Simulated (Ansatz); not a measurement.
Stepwise reaction of `[SiH3][Al]([Cl])[Cl]` with hydrogen, as a gas-phase model of exchange steps in deposition or etching. ΔE in kJ/mol.

Calculated with Ansatz (gas phase, PBE0-D4/def2-TZVP geometries, no zero-point term in ΔE). CBS: MP2 limit from def2 TZ/QZ plus the TZ coupled-cluster correction, frozen cores. This one scheme is used for every species. DFT in def2-TZVPP. B3LYP here is the variant with VWN-RPA as its local correlation; programs differ in this.

```json
{"step": "1", "reaction": "`[SiH3][Al]([Cl])[Cl]` + H₂ → `[SiH3][AlH][Cl]` + HCl", "PBE-D4": "147.4", "B3LYP-D4": "149.3", "ωB97M-V": "149.3", "CCSD(T)/CBS": "151.0"}
```

**Question.** Give the row of step 2, `[SiH3][AlH][Cl]` + H₂ → `[AlH2][SiH3]` + HCl. (An estimate is asked.)

**Answer.** Ansatz gave: 
```
step                                       reaction  PBE-D4  B3LYP-D4  ωB97M-V  CCSD(T)/CBS
   2  `[SiH3][AlH][Cl]` + H₂ → `[AlH2][SiH3]` + HCl   151.2     152.8    153.1        154.7
```

**Question.** By hand: ΔE of the 2 steps together at CCSD(T)/CBS.

**Answer.** (151.0) + (154.7) = 305.7 kJ/mol, or 152.8 kJ/mol a step.

In ΔE the steps differ by no more than 3.7 kJ/mol. All are uphill at CCSD(T)/CBS. PBE-D4 differs from CCSD(T)/CBS by -3.6 to -3.5 kJ/mol a step. Isolated molecules leave out the surface, adducts and barriers. Largest T1 diagnostic: 0.012.
